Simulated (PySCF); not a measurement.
# Potential energy of MgBr along the bond

Set-up: PySCF, scalar-relativistic core potentials, basis sets Mg cc-pVDZ, Br cc-pVDZ-PP with ECP10. Energies in eV from Mg + Br in their ground configurations at the same level. All curves are PBE0. state 1: ²Σ⁺ (doublet), unpaired electrons σ ↑; state 2: quartet, unpaired electrons σ ↑, π ↑↑, a mixture of terms (⟨Lz²⟩ = 2.0), a second solution, started from another occupation.

| R (Å) | state 1 | state 2 |
| --- | --- | --- |
| 2.049 | -2.054 | 4.4975 |
| 2.144 | -2.483 | 3.8035 |
| 2.239 | -2.718 | 3.3134 |
| 2.311 | -2.801 | 3.0452 |
| 2.382 | -2.824 | 2.8410 |
| 2.454 | -2.802 | 2.6873 |
| 2.549 | -2.720 | 2.5419 |
| 2.668 | -2.562 | 2.4288 |
| 2.811 | -2.325 | 2.3591 |
| 3.001 | -1.979 | 2.3312 |

Question: Put a parabola through the three lowest points of the state 1 curve and estimate Re, k and ωe (reduced mass 18.39 u; 1 eV/Å² = 0.16022 mdyn/Å; ωe = 1302.8·√(k/μ) cm⁻¹).

Answer: Through R = 2.311, 2.382, 2.454 Å the second-order coefficient is 4.40 eV/Å², so Re ≈ 2.383 Å, k ≈ 1.41 mdyn/Å and ωe ≈ 361 cm⁻¹. A polynomial fit of higher order to the unrounded PBE0 energies gives Re = 2.380 Å, k = 1.43 mdyn/Å, ωe = 364 cm⁻¹; anharmonicity and rounding make the difference.

The higher-order fit for each curve: state 1: Re = 2.380 Å, ωe = 364 cm⁻¹, De = 2.82 eV; state 2: Re = 3.026 Å, ωe = 114 cm⁻¹, minimum 2.33 eV above the ground-state fragments.

Spin–orbit coupling is left out. Counting both spins, an empty level lies below a filled one in some of these solutions, because spin and occupation are held. The state is the lowest determinant that a PBE0 search found; another state may lie lower at other levels.
